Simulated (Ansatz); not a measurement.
Geometry optimisation, RHF/def2-SVP in Ansatz.

input.yaml

```yaml
crystal:
  periodic: [false, false, false]
  atoms:
    - { symbol: Zr, position_ang: [0.0, 0.0, 0.0] }
    - { symbol: "N", position_ang: [0.0, 0.0, 2.21] }
    - { symbol: H, position_ang: [-0.877, -0.2713, 2.74] }
    - { symbol: H, position_ang: [0.877, 0.2713, 2.74] }
    - { symbol: "N", position_ang: [2.084, 0.0, -0.7359] }
    - { symbol: H, position_ang: [2.5823, -0.918, -0.9166] }
    - { symbol: H, position_ang: [2.5853, 0.918, -0.9082] }
    - { symbol: F, position_ang: [-0.9326, 1.6157, -0.6593] }
    - { symbol: F, position_ang: [-0.9326, -1.6157, -0.6593] }
basis:
  gaussian: { orbitals: def2-SVP }
hamiltonian:
  xc: hf
relax:
  f_tol: 0.02
  max_steps: 40
```

Launched with:

```bash
$ ansatz run input.yaml --threads 1 --pin off --max-ram 2048MiB --backend cpu --events-out ev --progress --plain --runs-dir out
```

Problem. Where does it end, and by what steps?

Solution. The forces met the threshold. After 6 steps the energy has fallen by 1.148 eV; H3 moved furthest, 0.23 Å.

```
step  energy less start (eV)  largest force component (eV/Å)  accepted
   0                  0.0000                           2.532       yes
   1                 -0.7874                           3.439       yes
   2                 -1.1339                           0.547       yes
   3                 -1.1425                           0.316       yes
   4                 -1.1415                           0.266        no
   5                 -1.1469                           0.116       yes
   6                 -1.1476                           0.009       yes
```

```xyz
9
Properties=species:S:1:pos:R:3
Zr 0.030 -0.007 0.013
N 0.045 -0.013 2.054
H -0.769 -0.096 2.640
H 0.851 0.066 2.649
N 1.963 0.023 -0.628
H 2.545 -0.783 -0.785
H 2.478 0.839 -0.913
F -0.880 1.565 -0.625
F -0.874 -1.594 -0.595
```

Whether the end is a true minimum wasn't checked by a vibrational analysis.

The run took 28 s on 1 thread of Arm Neoverse V1, on a shared host, peak memory 0.21 GiB.
